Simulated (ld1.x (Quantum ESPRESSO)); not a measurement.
## Before and after: ultrasoft potential for sulfur (S)

S (Z = 16), ultrasoft, made with ld1.x (Quantum ESPRESSO) 7.5 (LDA (PZ), scalar-relativistic). Core [Ne], reference 3s2 3p4. Waves: 3s (bound): rcut 1.00, rcutus 1.20 bohr; 3s channel at 0.1 Ry: rcut 1.00, rcutus 1.20 bohr; 3p (bound): rcut 1.25, rcutus 1.40 bohr; 3p channel at 0.15 Ry: rcut 1.25, rcutus 1.40 bohr. Local part: all-electron potential smoothed inside 1.25 bohr (lloc = -1). Core correction: a·sin(br)/r model core inside 1.05 bohr. Augmentation charge: PSQ, radius 1.10 bohr.

Change: augmentation PSQ, radius 0.90 bohr.

Cutoffs: the cutoffs (Ry, on a coarse ladder) from which the occupation-weighted sum of valence levels, in a spherical-Bessel basis at the reference potential, stays within 10 and 1 mRy of its value at 400 Ry; they do not see the model core or the augmentation charge, which bear on the density cutoff. Errors are all-electron minus pseudo energies relative to the spin-unpolarised reference configuration.

Question: Predict the effect on cutoff, ghosts and configuration errors.

Answer: The potential gets neither clearly harder nor softer (15 Ry and 50 Ry → 15 Ry and 50 Ry); both files keep a bound ghost (s); the number of tests with a reliable result goes from 9 to 8 (the test run of the changed file stopped, so its transferability is not established); of the 8 tests that both files solve, the error grows in 1 and shrinks in 4 by more than 15 % and 0.3 meV (median size 1.9 → 1.2 meV).

```tsv
quantity	base	changed
cutoff, loose	15 Ry	15 Ry
cutoff, tight	50 Ry	50 Ry
bound ghosts	s	s
tests with a reliable result	9 of 9	8 of 9 (the test run stopped)
error for 3s2 3p3, meV [ΔE 11.86 eV]	-0.2	-0.4
error for 3s2 3p2, meV [ΔE 34.24 eV]	+2.9	+1.3
error for 3s2 3p1, meV [ΔE 68.39 eV]	+16	+9.0
error for 3s0 3p6, meV [ΔE 20.61 eV]	-1.0	+1.1
error for 3s1 3p5, meV [ΔE 10.24 eV]	-0.5	0.0
error for 3s2 3p4.3, meV [ΔE -1.74 eV]	+0.2	+0.2
error for 3s1 3p4, meV [ΔE 22.66 eV]	-2.7	-2.2
error for 3s2 3p4 (spin-polarised), meV [ΔE -0.71 eV]	+19	+30
s: phases at 1.54 bohr within 0.05 rad from the reference energy up to (Ry; the scan ends near 5)	to the end of the scan	to the end of the scan
p: phases at 1.54 bohr within 0.05 rad from the reference energy up to (Ry; the scan ends near 5)	to the end of the scan	to the end of the scan
lowest overlap eigenvalue by channel	s 0.59, p 0.74	s 0.59, p 0.74
```

 A true bound ghost makes a file unfit for plane-wave use even where its test errors are small: the radial tests pick states by their node count and pass the ghost by.
